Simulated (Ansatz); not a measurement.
`O=C[SiH2]Cl` + `O[SiH3]` → `O=C[SiH2]O[SiH3]` + HCl  (ligand exchange at the Si–Cl bond)

Computed with Ansatz on PBE0-D4/def2-TZVP structures; ΔE is electronic, products minus reactants. CBS: MP2 limit from def2 TZ/QZ plus the TZ coupled-cluster correction, frozen cores. This one scheme is used for every species. One conformer a species, not always the lowest.

`O=C[SiH2]Cl`:

```xyz
7

O    -0.688   -1.273   -1.492
C     0.020   -1.033   -0.548
Si   -0.090    0.699    0.282
Cl    1.225    0.778    1.855
H     0.727   -1.803   -0.161
H     0.274    1.730   -0.717
H    -1.469    0.902    0.781
```

`O[SiH3]`:

```xyz
6

O    -0.384    1.168    0.362
Si    0.051   -0.296   -0.258
H    -0.195    1.336    1.286
H     1.519   -0.521   -0.158
H    -0.359   -0.272   -1.680
H    -0.632   -1.416    0.447
```

`O=C[SiH2]O[SiH3]`:

```xyz
11

O    -0.395   -1.445    1.274
C    -0.278   -1.844    0.140
Si    0.114   -0.588   -1.259
O     0.215    0.875   -0.571
Si    0.101    1.684    0.859
H    -0.400   -2.933   -0.071
H     1.397   -0.971   -1.903
H    -0.977   -0.637   -2.267
H     0.345    3.115    0.547
H    -1.255    1.534    1.439
H     1.132    1.210    1.813
```

HCl:

```xyz
2

Cl   -0.087   -0.631    0.055
H     0.087    0.631   -0.055
```

| species | CCSD(T)/CBS(def2) energy (Eh) |
| --- | --- |
| `O=C[SiH2]Cl` | -863.90082 |
| `O[SiH3]` | -366.69042 |
| `O=C[SiH2]O[SiH3]` | -770.21766 |
| HCl | -460.38127 |

Work out ΔE.

ΔE = (-770.21766) + (-460.38127) − (-863.90082) − (-366.69042) = -0.00769 Eh = -20.2 kJ/mol.

Largest T1 diagnostic among the species: 0.014.

The D4 term adds −7.7 kJ/mol with B3LYP and −4.4 kJ/mol with PBE0; it sums over pairs of atoms, weighted by their polarisabilities, and B3LYP, whose exchange is more repulsive, gets the larger term. From PBE to PBE0 (25 % exact exchange), in def2-TZVPP and without D4, ΔE moves by −4.5 kJ/mol.

B3LYP here is the variant with VWN-RPA as its local correlation; programs differ in this.
